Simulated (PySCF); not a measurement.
## Bond curve of BeCd

Set-up: PySCF, scalar-relativistic core potentials, basis sets Be cc-pVDZ, Cd cc-pVDZ-PP with ECP28. Energies in eV from Be + Cd in their ground configurations at the same level. State: ¹Σ⁺ (singlet), closed shell.

All columns are PBE0. A positive dipole means Be(−)Cd(+).

```csv
R (Å),E (eV),μ (D),Mulliken charge on Be (basis-dependent),HOMO (eV),LUMO (eV),Mayer bond order,⟨S²⟩
2.607,-0.039,0.42,-0.06,-5.27,-1.81,0.62,0.00
2.728,-0.085,0.38,-0.04,-5.37,-1.73,0.52,0.00
2.849,-0.108,0.35,-0.03,-5.47,-1.66,0.43,0.00
2.940,-0.116,0.32,-0.02,-5.54,-1.65,0.38,0.00
3.031,-0.117,0.29,-0.02,-5.61,-1.65,0.33,0.00
3.122,-0.115,0.26,-0.02,-5.67,-1.64,0.28,0.00
3.243,-0.108,0.23,-0.01,-5.76,-1.63,0.23,0.00
3.395,-0.095,0.19,-0.01,-5.86,-1.62,0.18,0.00
3.577,-0.079,0.14,-0.01,-5.96,-1.59,0.13,0.00
3.819,-0.060,0.09,0.00,-6.08,-1.56,0.09,0.00
```

A fit through these points gives, at Re = 3.014 Å, μ = 0.30 D and dμ/dR = -0.307 D/Å; the reduced mass is 8.351 u.

How strong is the fundamental in the double-harmonic approximation, I = 42.26·(dμ/dR)²/μred km/mol?

I = 42.26·(-0.307)²/8.351 = 0.477 km/mol at PBE0.

Closed-shell solutions of metal pairs were not tested for spin polarisation, which can lower them a little. The bond is weak. Basis-set superposition, not corrected here, can be much of De in a small basis, most of all at correlated wavefunction levels. Functionals without a dispersion term scatter widely for such bonds, and LDA overbinds them.
